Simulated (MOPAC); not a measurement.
MOPAC input (MNDO):

```
MNDO PRECISE GNORM=0.05 LET XYZ UHF MS=0.5 GEO-OK AUX(PRECISION=9) THREADS=1
CH2F3Ge

C     1.91104400 1    0.13219500 1    0.19550200 1
Ge    0.02851600 1    0.00178100 1    0.00242500 1
F    -0.71854800 1    1.53360100 1   -0.24060400 1
F    -0.48006100 1   -0.95976900 1   -1.33361100 1
F    -0.72329200 1   -0.70541400 1    1.38000600 1
H     2.46992700 1    0.88939100 1   -0.33602900 1
H     2.44841600 1   -0.55529700 1    0.83331500 1
```

From the output:

```
                                                       MOPAC v23.2.5 Linux

          FINAL HEAT OF FORMATION =       -190.11120 KCAL/MOL =    -795.42525 KJ/MOL

          COSMO AREA              =        113.26 SQUARE ANGSTROMS
          COSMO VOLUME            =         99.52 CUBIC ANGSTROMS

          GRADIENT NORM           =          0.04670          =       0.01765 PER ATOM
          IONIZATION POTENTIAL    =         11.263685 EV
          ALPHA SOMO LUMO (EV)    =        -11.264  0.536
          BETA  SOMO LUMO (EV)    =        -13.247 -0.148
          NO. OF ALPHA ELECTRONS  =         16
          NO. OF BETA  ELECTRONS  =         15
          MOLECULAR WEIGHT        =        143.6120         POINT GROUP:  Cs

          MOLECULAR DIMENSIONS (Angstroms)

            Atom       Atom       Distance
            H     6    F     5     4.01121
            H     7    F     3     3.73516
            F     3    F     4     2.33940

          SCF CALCULATIONS        =         21

   ATOM   CHEMICAL          X               Y               Z
  NUMBER   SYMBOL      (ANGSTROMS)     (ANGSTROMS)     (ANGSTROMS)

     1       C          1.91340247  *   0.12596209  *   0.18307571  *
     2      Ge          0.04233441  *   0.00367220  *   0.00582436  *
     3       F         -0.74728986  *   1.53408443  *  -0.22706893  *
     4       F         -0.47350744  *  -0.96569698  *  -1.34116752  *
     5       F         -0.75439045  *  -0.69754984  *   1.38180917  *
     6       H          2.51978467  *   0.86581329  *  -0.32859385  *
     7       H          2.50449631  *  -0.53675749  *   0.80614250  *

                             CARTESIAN COORDINATES

   1    C        1.913402465     0.125962092     0.183075712
   2   Ge        0.042334405     0.003672199     0.005824362
   3    F       -0.747289864     1.534084434    -0.227068931
   4    F       -0.473507440    -0.965696978    -1.341167518
   5    F       -0.754390454    -0.697549841     1.381809173
   6    H        2.519784673     0.865813292    -0.328593852
   7    H        2.504496310    -0.536757490     0.806142504

           Empirical Formula: C H2 Ge F3  =     7 atoms

      MOLECULAR POINT GROUP   :   Cs

          ALPHA EIGENVALUES
 -44.15344 -41.17917 -41.17659 -30.22347 -16.64439 -16.59307 -16.36477 -15.27692
 -15.20252 -14.92004 -14.91648 -14.91339 -14.81467 -14.81235 -13.72277 -11.26369
   0.53600   2.44419   2.62338   2.63258   3.52616   4.32767

           BETA EIGENVALUES
 -44.14496 -41.17968 -41.16642 -28.37501 -16.62898 -16.56860 -16.33801 -15.22380
 -14.95759 -14.93010 -14.91180 -14.87092 -14.80849 -14.79846 -13.24677  -0.14840
   0.89122   2.41202   2.71516   2.73051   3.89273   5.07919

              NET ATOMIC CHARGES AND DIPOLE CONTRIBUTIONS

  ATOM NO.   TYPE          CHARGE      No. of ELECS.   s-Pop       p-Pop
    1          C          -0.476687        4.4767     1.34425     3.13244
    2         Ge           2.061749        1.9383     0.57891     1.35934
    3          F          -0.566149        7.5661     1.87763     5.68852
    4          F          -0.565846        7.5658     1.87772     5.68812
    5          F          -0.566188        7.5662     1.87761     5.68858
    6          H           0.056488        0.9435     0.94351
    7          H           0.056632        0.9434     0.94337
 DIPOLE           X         Y         Z       TOTAL
 POINT-CHG.     2.774     0.187     0.273     2.794
 HYBRID         0.348     0.023     0.033     0.350
 SUM            3.121     0.210     0.306     3.143

          ATOMIC ORBITAL ELECTRON POPULATIONS

     Atom    s        px        py        pz
    1  C   1.34425   1.15149   0.98914   0.99181
    2 Ge   0.57891   0.52906   0.41464   0.41564
    3  F   1.87763   1.92665   1.79171   1.97016
    4  F   1.87772   1.95510   1.90081   1.83221
    5  F   1.87761   1.92578   1.93588   1.82692
    6  H   0.94351
    7  H   0.94337

                    (SZ)    =    0.500000
                    (S**2)  =    0.763915

          ATOMIC ORBITAL SPIN POPULATIONS

    Atom   Total    s     px     py     pz
         Atomic
    1  C  1.1822  0.059  0.085  0.424  0.615
    2 Ge -0.0753 -0.038 -0.036 -0.001 -0.001
    3  F  0.0007 -0.001 -0.001  0.002  0.000
    4  F  0.0036 -0.000 -0.001  0.002  0.003
    5  F  0.0004 -0.001 -0.001  0.001  0.001
    6  H -0.0558 -0.056
    7  H -0.0558 -0.056

 **********************
 *                    *
 * JOB ENDED NORMALLY *
 *                    *
 **********************

 == MOPAC DONE ==
```

The geometry given is a B3LYP-D3(BJ)/def2-TZVP minimum.
